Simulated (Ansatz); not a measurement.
Reaction (ligand exchange at a Ge–O bond): `[CH3][GeH]([OH])[F]` + H–F → `[CH3][GeH]([F])[F]` + H₂O

Computed with Ansatz on PBE0-D4/def2-TZVP structures; ΔE is electronic, products minus reactants. CCSD(T)/CBS adds triple-zeta CCSD(T) − MP2 to the extrapolated MP2 energy (def2 sets, frozen cores). This one scheme is used for every species. For Ge outer-core shells are correlated without core-valence functions, which leaves a few kJ/mol of doubt a bond. Scalar relativity is left out up to krypton. Each species was taken in one conformer, which may not be the lowest.

```csv
species,CCSD(T)/CBS(def2) energy (Eh)
`[CH3][GeH]([OH])[F]`,-2292.21807
H–F,-100.39570
`[CH3][GeH]([F])[F]`,-2316.24489
H₂O,-76.37941
```

Task: Work out ΔE.

Result: ΔE = (-2316.24489) + (-76.37941) − (-2292.21807) − (-100.39570) = -0.01053 Eh = -6.6 kcal/mol.

Largest T1 diagnostic among the species: 0.012.

Leaving LDA and LC-ωPBE aside and taking each functional with its dispersion term where it has one, the values, not all of them listed here, spread over 1.9 kcal/mol, from B97M-V to PBE-QIDH. LDA lies +1.3 kcal/mol from PBE without D4. In def2-TZVPP, CCSD(T) changes the Hartree–Fock value by +2.4 kcal/mol (the triples alone add +0.3 kcal/mol) and MP2 by +2.9 kcal/mol. At CCSD(T), def2-SVP lies −1.1 kcal/mol from the extrapolated value and def2-TZVPP +0.1 kcal/mol.
